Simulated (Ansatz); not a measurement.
Diatomic KAl, multiplicity 3 (an upper state: multiplicity 1 came lower at CCSD(T)/def2-TZVPP on PBE0 minima). No spin–orbit coupling. K is treated without relativity.

The constants come from a fifth-degree fit in 1/R (seven points, main isotopes). Runs in def2 and cc sets follow the lowest solution found near the PBE0 minimum.

Codes used: Ansatz (an electronic-structure program). Each number belongs to the level named beside it.

```csv
level,r_e (Å),ω_e (cm⁻¹),α_e (cm⁻¹),B_e (cm⁻¹),D_e (eV),dipole (D)
PBE/def2-TZVPP,3.392,142,0.00077,0.0919,0.69,6.11
PBE0/def2-TZVPP,3.381,146,0.00076,0.0925,0.64,7.04
wB97X-V/def2-TZVPP,3.348,158,0.00075,0.0943,0.49,8.36
CCSD/def2-TZVPP,3.398,147,0.00083,0.0916,0.46,-
CCSD(T)/def2-TZVPP,3.388,149,0.00079,0.0921,0.51,-
```

D_e counts from each atom's lowest state at the same level, without counterpoise or zero-point energy.

Correlated levels freeze the inner cores; with def2 sets outer-core shells near the valence are correlated too.
